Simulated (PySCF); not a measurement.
Does the answer move with the share of exact exchange?

C3H6O3S.
InChI=1S/C3H6O3S/c1-3-7(4,5)6-2/h3H,1H2,2H3

Torsions of this conformer, `[CH2:1]=[CH:2][S:3](=[O:4])(=[O:5])[O:6][CH3:7]`: C1–C2–S3–O4 -135°, C2–S3–O6–C7 91°.

PySCF, pcSseg-1 basis, density fitting, gas phase, PBE0-D3(BJ)/def2-SVP geometry. One functional is left out:

```json
{"functional": "B97-D", "exact exchange (%)": "0", "HOMO energy (eV)": "-7.20", "LUMO energy (eV)": "-2.19", "dipole moment (D)": "4.035"}
{"functional": "BP86", "exact exchange (%)": "0", "HOMO energy (eV)": "-7.32", "LUMO energy (eV)": "-2.38", "dipole moment (D)": "4.023"}
{"functional": "B3LYP", "exact exchange (%)": "20", "HOMO energy (eV)": "-8.40", "LUMO energy (eV)": "-1.55", "dipole moment (D)": "4.237"}
{"functional": "mPW1PW91", "exact exchange (%)": "25", "HOMO energy (eV)": "-8.71", "LUMO energy (eV)": "-1.36", "dipole moment (D)": "4.287"}
```

**Question.** Predict the row of PBE0 (25 % exact exchange) by straight lines through the other rows, and check it.

**Answer.** 
```tsv
property	line	computed	computed − line	mPW1PW91 (25 %), for comparison
HOMO energy (eV)	-8.70	-8.67	+0.03	-8.71
LUMO energy (eV)	-1.36	-1.34	+0.02	-1.36
dipole moment (D)	4.288	4.262	-0.026	4.287
```
